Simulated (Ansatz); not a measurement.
Start from `CS[SiH3]` and change one atom or group to get `CS[SiH2]S`.

Ansatz, PBE0-D4/def2-TZVP geometries, multiplicity 1. Each molecule was computed in one conformer, which needn't be the lowest.

```csv
property,`CS[SiH3]`
zero-point energy (PBE0-D4/def2-TZVP) / kJ/mol,167.6
LUMO energy (ωB97M-V/def2-TZVPP) / eV,1.88
size of the dipole moment (ωB97M-V/def2-TZVPP) / D,1.38
HOMO energy (ωB97M-V/def2-TZVPP) / eV,-9.14
LUMO energy (PBE0/def2-TZVPP) / eV,0.16
HOMO energy (PBE0/def2-TZVPP) / eV,-6.95
```

Give the same properties after the change, and the shifts. (Best estimate.)

The calculation gave: 
```csv
property,`CS[SiH2]S`,shift
zero-point energy (PBE0-D4/def2-TZVP) / kJ/mol,174.1,6.5
LUMO energy (ωB97M-V/def2-TZVPP) / eV,1.90,0.02
size of the dipole moment (ωB97M-V/def2-TZVPP) / D,0.87,-0.51
HOMO energy (ωB97M-V/def2-TZVPP) / eV,-9.23,-0.09
LUMO energy (PBE0/def2-TZVPP) / eV,0.03,-0.13
HOMO energy (PBE0/def2-TZVPP) / eV,-7.07,-0.12
```

The zero-point energy changes by 6.5 kJ/mol with +3 modes. Dipoles are sizes alone; their direction can turn.
